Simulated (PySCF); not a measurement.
H2Pb2. Atoms are numbered in the order given.

```xyz
4

Pb     0.0000    -1.4364    -0.0102
Pb     0.0000     1.4364    -0.0102
H      1.1866     0.0000     0.8353
H     -1.1866     0.0000     0.8353
```
Charge 0, spin multiplicity 1.

Geometry optimised at PBE0-D3(BJ)/def2-TZVP. The def2 effective core potentials stand for the cores of Pb; spin–orbit coupling is left out.

Level of theory: PySCF with C-PCM-ωB97X/def2-SVP.

The values are the electrostatic part of the solvation free energy, E(continuum) − E(gas) at the gas-phase geometry, in a cavity of scaled van der Waals radii (PySCF's table); cavitation and dispersion terms are not included. A continuum can't describe solvent molecules that bind to the metal. In vacuum the orbital gap is 6.43 eV. The dipole moment in vacuum is 1.15 D.

Computed values in water (ε = 78.36), dichloromethane (ε = 8.93), benzene (ε = 2.27):
```json
[
 {"solvent": "water", "ε": "78.36", "ΔG(elec) (kcal/mol)": "-2.4", "dipole (D)": "1.55", "gap (eV)": "6.52"},
 {"solvent": "dichloromethane", "ε": "8.93", "ΔG(elec) (kcal/mol)": "-2.1", "dipole (D)": "1.49", "gap (eV)": "6.51"},
 {"solvent": "benzene", "ε": "2.27", "ΔG(elec) (kcal/mol)": "-1.3", "dipole (D)": "1.33", "gap (eV)": "6.48"}
]
```
